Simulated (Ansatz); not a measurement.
`C[CH2][GeH3]` + CH₃NH₂ → `CN[CH2][GeH3]` + CH₄  (substitution at a C–C bond)

Computed with Ansatz on PBE0-D4/def2-TZVP structures; ΔE is electronic, products minus reactants. CBS: MP2 limit from def2 TZ/QZ plus the TZ coupled-cluster correction, frozen cores. This one scheme is used for every species. DFT in def2-TZVPP. B3LYP here is the variant with VWN-RPA as its local correlation; programs differ in this. For Ge outer-core shells are correlated without core-valence functions, which leaves a few kJ/mol of doubt a bond. Scalar relativity is left out up to krypton. Each species was taken in one conformer, which may not be the lowest.

Q: Is it downhill or uphill in electronic energy at CCSD(T)/CBS, and by how much? (An estimate is asked.)

A: Ansatz gave: Uphill: ΔE = +20.2 kJ/mol.

Q: What do these levels give: PBE-D4, PBE0-D4, B3LYP-D4, ωB97M-V, PBE, r2SCAN, PBE0, HF/def2-TZVPP, SCS-MP2/def2-TZVPP, SCS-MP2/def2-QZVPP, HF/CBS(def2), CCSD/CBS(def2)? (An estimate is asked.)

A: The calculation gave: PBE-D4 15.7, PBE0-D4 18.4, B3LYP-D4 15.3, ωB97M-V 18.2, PBE 17.5, r2SCAN 17.1, PBE0 20.1, HF/def2-TZVPP 22.3, SCS-MP2/def2-TZVPP 19.4, SCS-MP2/def2-QZVPP 20.3, HF/CBS(def2) 22.4, CCSD/CBS(def2) 21.6 kJ/mol.

Largest T1 diagnostic among the species: 0.010.

In def2-TZVPP, CCSD(T) changes the Hartree–Fock value by −3.5 kJ/mol (the triples alone add −1.4 kJ/mol) and MP2 by −3.2 kJ/mol.
